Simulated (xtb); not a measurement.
Species: H₁₀Si₄, SMILES `[SiH3][SiH2][SiH2][SiH3]` (charge 0, multiplicity 1).

Give a relaxed geometry from GFN2-xTB run with xtb.

One answer among several that fit: the end point of this relaxation, one of several conformers (outside a Z-matrix the atoms follow the SMILES, hydrogens last).
Z-matrix (Å, degrees):
```
Si
H 1 1.4742
H 1 1.4742 2 102.71
Si 1 2.3151 2 109.28 3 -115.94
H 4 1.4656 1 111.31 2 176.49
H 4 1.4656 5 106.53 1 -121.52
H 4 1.4658 5 106.23 6 -112.96
Si 1 2.3235 2 108.29 3 114.42
H 8 1.4741 1 108.21 2 179.98
H 8 1.4741 9 102.74 1 114.32
Si 8 2.3142 9 109.36 10 116.09
H 11 1.4656 8 111.35 9 -176.52
H 11 1.4656 12 106.54 8 121.59
H 11 1.4658 12 106.22 13 112.95
```
